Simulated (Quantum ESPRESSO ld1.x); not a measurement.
All-electron atom: Os+ in [Xe] 4f14 5d7 (not the ground configuration). All-electron calculation, scalar-relativistic Kohn-Sham, LDA (Slater exchange, Perdew-Wang correlation), spin-polarised, spherical densities, point nucleus; open shells are filled with parallel spins first. Program: ld1.x of Quantum ESPRESSO 7.5.

Radial electron density D(r) = 4 pi r^2 rho(r):

r (bohr)  D(r) (e/bohr)  spin D(r)
0.002123          25.61  -0.000159
0.002452          30.94  -0.000191
0.002832          37.09  -0.000228
0.003297          44.46  -0.000271
0.003808          52.24  -0.000316
0.004397          60.64  -0.000364
0.005079          69.44  -0.000414
0.005912          78.76  -0.000466
0.006828          87.11  -0.000514
0.007885          94.43  -0.000561
0.009107          100.1  -0.000605
0.0106            103.7  -0.000652
0.01224           104.5  -0.000702
0.01414           102.9  -0.000759
0.01633           99.45  -0.000816
0.01886           95.53  -0.000834
0.02196           92.82  -0.000690
0.02536           93.60  -0.000142
0.02928           99.00    0.00129
0.03382           109.0    0.00444
0.03937           122.5     0.0110
0.04547           134.3     0.0221
0.05251           140.6     0.0396
0.06064           138.8     0.0649
0.0706            128.7     0.0990
0.08153           116.7      0.134
0.09416           109.3      0.163
0.1087            111.3      0.174
0.1266            121.3      0.153
0.1462            129.2      0.101
0.1689            125.8     0.0331
0.195             108.7    -0.0155
0.227             84.93   -0.00111
0.2622            70.22     0.0921
0.3028            69.51      0.229
0.3497            77.17      0.332
0.4038            81.37      0.322
0.4701            74.00      0.181
0.543             58.16     0.0191
0.627             41.33    -0.0198
0.7242            29.16      0.180
0.843             22.18      0.655
0.9736            18.62       1.22
1.124             15.60       1.72
1.299             12.26       1.98
1.512             8.737       1.95
1.746             5.923       1.68
2.016             3.825       1.29
2.329             2.368      0.890
2.711             1.347      0.528
3.131            0.7274      0.282
3.616            0.3524      0.129
4.176            0.1487     0.0500
4.861           0.04989     0.0147
5.614           0.01452    0.00356
6.484          0.003375   0.000631

D(r) has 4 maxima, at r = 0.0120, 0.0547, 0.152, 0.401 bohr, and minima at 0.0230, 0.0980, 0.284 bohr, inside which lie 1.90, 11.02, 30.01 electrons.
